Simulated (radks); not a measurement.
Values are calculated unless marked as measured or tabulated.
Spherical quantum dot in the effective-mass picture: electrons in a parabolic well V = omega^2 r^2 / 2 with omega = 0.209, with a point charge +1 (a donor) at the centre, all in effective atomic units (hartree* = m*/eps^2 hartree, bohr* = eps/m* bohr), one dielectric constant everywhere. Level of theory: non-relativistic Kohn-Sham, PBE, spin-polarised, spherical densities (a radial shooting solver with Libxc functionals). Levels are named by radial order and angular momentum (1s, 1p, 1d, 2s, ...), and open shells are averaged over m. Results are scaled to m* = 0.036 and eps = 6, for which hartree* = 27.21 meV and bohr* = 8.82 nm.

N = 9, configuration 1s2 1p6 2s(up 1, down 0). This is the lowest configuration that the search found. Occupied levels:

level,occupation,eigenvalue (meV),<r> (nm)
1s up,1,50.015,20.59
1s down,1,50.695,23.24
1p up,3,54.624,39.94
1p down,3,54.794,39.39
2s up,1,55.476,36.81

Energy (meV): total 253.436, kinetic 45.325, external 12.081, Hartree 245.69, exchange-correlation -49.662.

Electron density:

r (nm),n(r) (e/nm^3)
3.46,0.0002764
9.23,0.00008436
15.0,0.00003415
20.8,0.00002115
26.6,0.00001803
32.3,0.00001648
38.1,0.00001380
43.9,9.844e-06
49.7,5.730e-06
55.4,2.656e-06
61.2,9.948e-07
67.0,3.047e-07
72.8,7.580e-08
